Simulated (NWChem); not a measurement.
**Atomisation of C$_{3}$H$_{4}$FNSi**

```
C
F 1 1.3218
C 1 1.3461 2 124.28
H 3 1.0935 1 125.11 2 0.00
C 3 1.4850 4 122.92 1 180.00
N 5 1.2833 3 121.91 4 180.00
H 5 1.1050 6 120.10 3 180.00
Si 6 1.7674 5 106.80 7 180.00
H 8 1.4887 6 112.66 5 116.95
H 8 1.4887 9 110.68 6 -127.16
```
Charge 0, spin multiplicity 1.

The numbers come from NWChem runs, not from measurements. All single points use one geometry, from PBE0/def2-SVP, a minimum by its harmonic frequencies. It is one conformer; others weren't searched.

Basis set: def2-SVP. The atomisation energy is electronic alone: no zero-point, thermal, spin-orbit or counterpoise terms. No value is extrapolated to the basis-set limit. Free atoms are single determinants with multiplicities F 2, C 3, N 4, Si 3, H 2. Correlated methods freeze the same cores in atoms and molecule, 10 orbitals in all.

```json
[
 {"method": "PBE", "atomisation energy (kcal/mol)": "1032.3", "relative cost": "under 3"},
 {"method": "BP86", "atomisation energy (kcal/mol)": "1031.4", "relative cost": "under 3"},
 {"method": "BHandHLYP", "atomisation energy (kcal/mol)": "949.9", "relative cost": "under 3"},
 {"method": "CAM-B3LYP", "atomisation energy (kcal/mol)": "996.9", "relative cost": "20"},
 {"method": "B3LYP", "atomisation energy (kcal/mol)": "989.3", "relative cost": "under 3"},
 {"method": "PBE0", "atomisation energy (kcal/mol)": "1002.1", "relative cost": "under 3"},
 {"method": "MP2", "atomisation energy (kcal/mol)": "953.8", "relative cost": "under 3"},
 {"method": "HF", "atomisation energy (kcal/mol)": "694.2", "relative cost": "1"}
]
```

The values span 338.2 kcal/mol, from HF (lowest) to PBE (highest). Relative cost: rough, from shared machines, SCF included, HF = 1. Costs are the molecule's.

B3LYP has NWChem's definition, with VWN1-RPA local correlation. GW and range-separated runs recompute their integrals, the others keep them in memory, which bears on the times. The structure started from a generated list of species. No SCF solution was tested for a lower state. Open-shell Hartree-Fock references start from PBE0 orbitals; any time given for them includes that run.
